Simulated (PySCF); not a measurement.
F₂In, charge +1. Atoms are numbered in the order given.

```xyz
3

In     0.0000     0.0000     0.0000
F      0.0000     0.0000    -1.8422
F      0.0000     0.0000     1.8422
```
Charge +1, spin multiplicity 1.

Coordinates come from a PBE0-D3(BJ)/def2-TZVP optimisation. The spin state was assumed, not searched. The isomer is the one that the SMILES or the coordinates give; other isomers of the formula were not compared. The def2 effective core potentials stand for the cores of In; spin–orbit coupling is left out.

The numbers are results of TDA-PBE/def2-SVPD in PySCF, not measurements.

Vertical excitations; the highest root listed may be one member of a degenerate set. Isolated molecule, no solvent. State labels are in the subgroup D2h.

Computed UV-visible absorptions:
```json
[
 {"state": "S1", "symmetry": "B3g", "energy (eV)": "4.72", "λ (nm)": "263", "f": "0.000", "main pairs": "HOMO→LUMO (degenerate set)"},
 {"state": "S2", "symmetry": "B2g", "energy (eV)": "4.72", "λ (nm)": "263", "f": "0.000", "main pairs": "HOMO−1→LUMO (degenerate set)"},
 {"state": "S3", "symmetry": "B2u", "energy (eV)": "5.23", "λ (nm)": "237", "f": "0.019", "main pairs": "HOMO−3→LUMO (degenerate set)"},
 {"state": "S4", "symmetry": "B3u", "energy (eV)": "5.23", "λ (nm)": "237", "f": "0.019", "main pairs": "HOMO−2→LUMO (degenerate set)"},
 {"state": "S5", "symmetry": "B1u", "energy (eV)": "7.23", "λ (nm)": "172", "f": "0.066", "main pairs": "HOMO−4→LUMO 45 %, HOMO−1→LUMO+2 27 %, HOMO→LUMO+1 27 %"},
 {"state": "S6", "symmetry": "Au", "energy (eV)": "7.63", "λ (nm)": "163", "f": "0.000", "main pairs": "HOMO→LUMO+2 50 %, HOMO−1→LUMO+1 50 %"},
 {"state": "S7", "symmetry": "Ag", "energy (eV)": "7.67", "λ (nm)": "162", "f": "0.000", "main pairs": "HOMO−5→LUMO 59 %, HOMO−2→LUMO+2 20 %, HOMO−3→LUMO+1 20 %"},
 {"state": "S8", "symmetry": "Au", "energy (eV)": "7.70", "λ (nm)": "161", "f": "0.000", "main pairs": "HOMO−1→LUMO+1, HOMO→LUMO+2 (degenerate set)"},
 {"state": "S9", "symmetry": "B1u", "energy (eV)": "7.70", "λ (nm)": "161", "f": "0.000", "main pairs": "HOMO→LUMO+1, HOMO−1→LUMO+2 (degenerate set)"},
 {"state": "S10", "symmetry": "B1g", "energy (eV)": "8.09", "λ (nm)": "153", "f": "0.000", "main pairs": "HOMO−3→LUMO+2 50 %, HOMO−2→LUMO+1 50 %"},
 {"state": "T1", "symmetry": "B3g", "energy (eV)": "4.20", "λ (nm)": "295", "f": "0", "main pairs": "HOMO→LUMO (degenerate set)"},
 {"state": "T2", "symmetry": "B2g", "energy (eV)": "4.20", "λ (nm)": "295", "f": "0", "main pairs": "HOMO−1→LUMO (degenerate set)"},
 {"state": "T3", "symmetry": "B2u", "energy (eV)": "4.64", "λ (nm)": "267", "f": "0", "main pairs": "HOMO−3→LUMO (degenerate set)"},
 {"state": "T4", "symmetry": "B3u", "energy (eV)": "4.64", "λ (nm)": "267", "f": "0", "main pairs": "HOMO−2→LUMO (degenerate set)"}
]
```
Triplets are in the Tamm–Dancoff approximation.
